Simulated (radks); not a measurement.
Coulomb parameter of the 3d shell of neutral manganese in the model configuration [Ar] 3d5.5 4s1.5, as a second difference U = [E(n + 0.25) + E(n - 0.25) - 2 E(n)] / (0.25)^2 with all orbitals relaxed. "Bare": the charge of the atom changes with n. "Screened": the 4s shell takes up the change at fixed total charge, which measures U(3d,3d) + U(4s,4s) - 2 U(3d,4s). All-electron calculation, Dirac Kohn-Sham, BLYP, spin-unpolarised, spherical densities, point nucleus; open shells are shared between the two j in proportion to 2j + 1. Program: a radial shooting solver on a logarithmic mesh with Libxc functionals.

\begin{tabular}{lrr}
case & configuration & E - E(n) (eV) \\ \hline
start & [Ar] 3d5.5 4s1.5 & 0.000 \\
bare +0.25 & [Ar] 3d5.75 4s1.5 & -0.889 \\
bare -0.25 & [Ar] 3d5.25 4s1.5 & 1.539 \\
screened +0.25 & [Ar] 3d5.75 4s1.25 & 0.005 \\
screened -0.25 & [Ar] 3d5.25 4s1.75 & 0.148 \\
\end{tabular}

U(bare) = 10.400 eV, U(screened by 4s) = 2.443 eV. The step up makes a negative ion, whose loosely bound charge lowers the bare value.
